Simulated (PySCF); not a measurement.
FH6NSi2, SMILES [SiH2]([SiH2]F)N.

The structure is a stationary point at PBE-D3(BJ)/def2-SVP. The structure was generated by enumeration, and PubChem lists no compound with its InChIKey, so it may never have been made. The values are those of a single conformer.

Computed with TDA-PBE/def2-SVPD (PySCF 2.14.0).

Vertical excitations. Isolated molecule, no solvent.

Computed lowest excited states:
```tsv
state	energy (eV)	λ (nm)	f	main pairs
S1	4.70	264	0.025	HOMO→LUMO 97 %
S2	5.25	236	0.013	HOMO→LUMO+1 96 %
S3	6.08	204	0.003	HOMO→LUMO+2 96 %
S4	6.31	196	0.027	HOMO−1→LUMO 53 %, HOMO→LUMO+3 40 %
S5	6.46	192	0.070	HOMO−1→LUMO 35 %, HOMO→LUMO+3 33 %, HOMO→LUMO+4 23 %
S6	6.63	187	0.069	HOMO→LUMO+4 68 %, HOMO→LUMO+3 12 %
S7	6.76	183	0.007	HOMO−2→LUMO 90 %
S8	6.92	179	0.042	HOMO→LUMO+5 71 %, HOMO−1→LUMO+1 14 %
S9	7.08	175	0.058	HOMO−1→LUMO+1 62 %, HOMO→LUMO+6 18 %
S10	7.11	174	0.036	HOMO−3→LUMO 85 %
T1	4.21	294	0	HOMO→LUMO 99 %
T2	4.79	259	0	HOMO→LUMO+1 98 %
T3	5.86	211	0	HOMO→LUMO+3 63 %, HOMO→LUMO+2 34 %
T4	5.88	211	0	HOMO→LUMO+2 54 %, HOMO→LUMO+3 22 %, HOMO−1→LUMO 20 %
```
Triplets are in the Tamm–Dancoff approximation.
